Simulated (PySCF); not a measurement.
## Orbital picture of CaN

B3LYP at R = 2.263 Å; Ca 6-311G(d,p), N 6-311G(d,p); no relativity (PySCF 2.14). State: ⁴Σ⁻ (quartet), unpaired electrons σ ↑, π ↑↑. Only the outer orbitals are listed, counted within each symmetry.

```csv
spin,orbital,occ.,ε (eV),on Ca (%),main shells (%)
α,2π,1,-29.35,100,100 Ca p
α,2π,1,-29.35,100,100 Ca p
α,6σ,1,-29.20,99,99 Ca p
α,7σ,1,-18.99,3,96 N s
α,3π,1,-7.22,5,95 N p
α,3π,1,-7.22,5,95 N p
α,8σ,1,-6.36,15,83 N p
α,9σ,1,-4.08,97,"82 Ca s, 10 Ca p"
α,4π,0,-1.03,99,94 Ca p
α,4π,0,-1.03,99,94 Ca p
α,10σ,0,-0.52,101,"73 Ca p, 23 Ca d"
β,2π,1,-29.27,100,100 Ca p
β,2π,1,-29.27,100,100 Ca p
β,6σ,1,-29.00,99,99 Ca p
β,7σ,1,-15.54,5,94 N s
β,8σ,1,-5.02,23,"75 N p, 14 Ca s"
β,9σ,0,-2.43,94,"79 Ca s, 8 Ca p"
β,3π,0,-2.02,35,"65 N p, 24 Ca p, 11 Ca d"
β,3π,0,-2.02,35,"65 N p, 24 Ca p, 11 Ca d"
```

Q: Which are the highest filled and the lowest empty level, where do they sit, and how wide is the gap?

A: Highest filled α 9σ at -4.08 eV (in %: 82 Ca s, 10 Ca p); lowest empty β 9σ at -2.43 eV (in %: 79 Ca s, 8 Ca p); the gap at B3LYP is 1.65 eV.

- bond order (Mayer): 0.84
- ⟨S²⟩: 3.757
- charge on Ca (Mulliken, basis-dependent): 0.49
- charge on Ca (Löwdin, basis-dependent): 0.37
- dipole moment (positive dipole means Ca(−)N(+)): -3.25 D
- polarisability along the bond: 113.6 bohr³
- polarisability across the bond: 123.0 bohr³

Shares are Mulliken populations and can fall outside 0 to 100 %.

The state was picked by a PBE0 search and need not be the measured ground state.
